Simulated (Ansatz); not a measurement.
Sn10O4H16 was relaxed with PBE-D4 (def2-SVP) in Ansatz in these states: charge +1 doublet, charge -1 doublet, neutral singlet. The geometries follow in no particular order.

In the def2 sets Sn takes a core potential; there is no spin–orbit coupling.

A:

```tsv
atom	x (Å)	y (Å)	z (Å)
Sn1	-1.364	-2.133	-1.301
Sn2	1.667	-0.412	1.918
Sn3	-2.519	1.952	1.440
Sn4	2.057	1.861	-2.385
Sn5	-3.318	-0.487	-0.010
Sn6	-0.781	0.379	3.141
Sn7	1.052	-2.543	0.134
Sn8	-0.033	-1.065	-3.566
Sn9	3.222	1.262	0.228
Sn10	-0.582	2.089	-1.062
O11	2.954	-1.237	3.302
O12	-4.189	1.953	2.725
O13	1.010	3.624	-1.010
O14	1.910	-0.519	-2.971
H15	-1.884	-3.668	-2.000
H16	2.407	-1.720	3.952
H17	-4.942	2.294	2.201
H18	1.432	3.643	-0.126
H19	-4.113	-1.743	0.933
H20	-4.462	-0.301	-1.341
H21	-1.413	-1.111	3.823
H22	-0.246	1.243	4.575
H23	1.087	-4.171	0.776
H24	2.304	-2.615	-1.122
H25	2.221	-1.167	-2.297
H26	0.356	-2.216	-4.834
H27	4.840	0.604	0.402
H28	3.335	2.785	1.116
H29	-0.455	0.414	-4.380
H30	-1.553	3.007	-2.260
```

B:

Cartesian coordinates in Å:
```
Sn 0.671 -0.122 2.944
Sn 2.069 0.650 -1.618
Sn -1.944 2.079 -0.051
Sn -1.174 -3.052 -1.293
Sn -1.161 2.012 2.670
Sn 0.347 2.910 -1.521
Sn 2.709 -0.288 0.988
Sn -0.376 -2.712 2.512
Sn 0.870 -1.619 -2.811
Sn -2.577 -0.698 -0.323
O 3.855 1.087 -2.508
O -3.426 3.488 0.030
O -2.613 -1.342 -2.387
O 0.283 -3.243 0.584
H 1.347 -0.268 4.546
H 4.346 1.741 -1.971
H -3.920 3.484 -0.813
H -2.169 -0.744 -3.022
H -0.304 3.407 3.250
H -2.459 1.700 3.781
H 1.071 4.357 -0.877
H -0.139 3.291 -3.149
H 4.215 0.249 1.674
H 2.912 -2.031 0.809
H 1.221 -2.971 0.465
H 0.344 -3.981 3.463
H 2.240 -2.541 -3.375
H 0.125 -1.001 -4.273
H -2.057 -3.073 2.293
H -4.307 -0.769 -0.016
```

C:

Cartesian coordinates in Å:
```
Sn -1.932 -0.254 -2.618
Sn 2.386 -0.620 -0.622
Sn -1.867 -1.491 1.687
Sn 0.958 3.358 1.036
Sn -3.311 -1.818 -0.720
Sn 1.010 -1.713 1.647
Sn 0.840 -0.673 -3.002
Sn -1.879 2.327 -1.464
Sn 3.418 1.838 0.409
Sn -1.840 1.166 3.023
O 3.945 -1.903 -0.817
O -2.744 -2.930 2.809
O 0.118 1.603 2.076
O 0.202 2.473 -0.938
H -2.774 -0.031 -4.118
H 3.769 -2.632 -1.446
H -2.280 -3.078 3.658
H 0.794 0.999 2.469
H -3.327 -3.471 -1.217
H -4.918 -1.200 -0.570
H 1.458 -3.283 2.239
H 1.452 -0.613 2.958
H 1.054 -2.141 -3.896
H 1.346 0.656 -4.001
H 0.778 2.664 -1.707
H -2.096 3.809 -2.339
H 4.375 2.476 -0.896
H 4.515 1.306 1.643
H -2.409 2.533 0.182
H -1.040 0.643 4.535
```

Question: Judge from the bond lengths which geometry belongs to which state (an estimate).

Answer: A is the charge -1 doublet (Sn4–Sn10 2.961 Å, Sn3–Sn10 3.167 Å, Sn4–O14 2.455 Å); B is the neutral singlet (Sn4–Sn10 2.906 Å, Sn3–Sn10 2.862 Å, Sn4–O14 2.384 Å); C is the charge +1 doublet (Sn4–Sn10 4.072 Å, Sn3–Sn10 2.975 Å, Sn4–O14 2.292 Å).
